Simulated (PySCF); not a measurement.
# Spectroscopy problems

Relativity neglected, averaged over atoms made equivalent by symmetry, fast rotation or ring inversion, single conformer, no solvent model. σ from GIAO-PBE0/pcSseg-1; geometry: GFN2-xTB; PySCF 2.14.0 with density-fitted response routines.

References, each an isolated molecule treated in the same way: TMS for ¹H (31.72 ppm), ¹³C (186.93 ppm). Splittings of carbon signals by F and P are missing where no couplings were computed. Where no couplings were computed, multiplicities follow the n + 1 count of equivalent neighbours, and m marks all less simple cases (inequivalent or close neighbours, rings, F or P nearby). Shifts are as computed. Against solution values, carbons near 30 ppm lie about +3 ppm off and those near 130 ppm about +5 ppm; carbons on Cl a further +6 ppm. Of 1211 compounds with measured shifts, 218 miss one by over three times the rms of a fit or turn the order of signals round; such compounds aren't used in these exercises. Carbons bonded to Cl come out too deshielded.

Question: C6H13N. ¹H NMR (400 MHz, computed): δ 7.76 (d, 1H), 7.34 (d, 1H), 3.37 (s, 2H), 0.99 (s, 9H). ¹³C{¹H} NMR (computed): δ 155.2 (CH2), 79.3 (CH2), 34.8 (C), 29.4 (CH3). What is it?

Answer: `InChI=1S/C6H13N/c1-6(2,3)5-7-4/h4-5H2,1-3H3`. The formula gives 1 degree of unsaturation (no ring in the answer). 4 carbon signals for 6 carbons: some carbons are equivalent by symmetry or fast rotation. Carbon types of the structure: 1 × C, 2 × CH2, 3 × CH3, which accounts for all hydrogens. δC 155.2: C=N carbon. δC 79.3: sp3 CH2 bonded to N; deshielded by the electronegative neighbour. δC 29.4: methyl carbon; a saturated carbon with 1 carbon neighbour and no heteroatom attached. δH 0.99: hydrogen on a methyl carbon; far from electronegative atoms and π systems.

The shifts were computed for this structure.

Question: C6H7F3O. ¹H NMR (600 MHz, computed): δ 6.69 (m, 1H), 6.57 (m, 1H), 4.82 (m, 1H), 4.61 (m, 1H), 4.33 (m, 1H), 4.18 (m, 1H), 3.65 (m, 1H). ¹³C{¹H} NMR (computed): δ 148.5 (C), 129.2 (CH), 119.8 (CH), 83.5 (CH), 73.3 (CH2), 66.5 (CH2). Give a structure.

Answer: SMILES FC(F)C1=C[C@@H](F)COC1. Rings plus π bonds: 2 (1 ring in the answer). 6 carbon signals for 6 carbons: no two carbons are equivalent. Carbon types of the structure: 1 × C, 3 × CH, 2 × CH2, which accounts for all hydrogens. δC 129.2: alkene CH; as expected for a trigonal carbon in a double bond. δC 119.8: allylic sp3 CH bonded to 2 F; 2 electronegative neighbours deshield it. δC 83.5: allylic sp3 CH bonded to F; deshielded by the electronegative neighbour. δC 73.3: sp3 CH2 bonded to O; the inductive effect lowers its shielding.

This is the structure that produced the data.

Question: C3H4Cl4. ¹H NMR (400 MHz, computed): δ 3.91 (t, 2H), 2.84 (t, 2H). ¹³C{¹H} NMR (computed): δ 121.3, 61.0, 46.5. What is it?

Answer: SMILES C(CCCl)(Cl)(Cl)Cl. The formula gives 0 degrees of unsaturation. 3 carbon signals for 3 carbons: no two carbons are equivalent. Carbon types of the structure: 1 × C, 2 × CH2, which accounts for all hydrogens. δC 121.3: fully substituted sp3 carbon bonded to 3 Cl; 3 electronegative neighbours deshield it. δC 61.0: sp3 CH2. δC 46.5: sp3 CH2 bonded to Cl; pulled downfield by the heteroatom. δH 3.91: hydrogen on an sp3 CH2 bonded to Cl; its carbon carries Cl, hence the downfield position.

The shifts were computed for this structure.
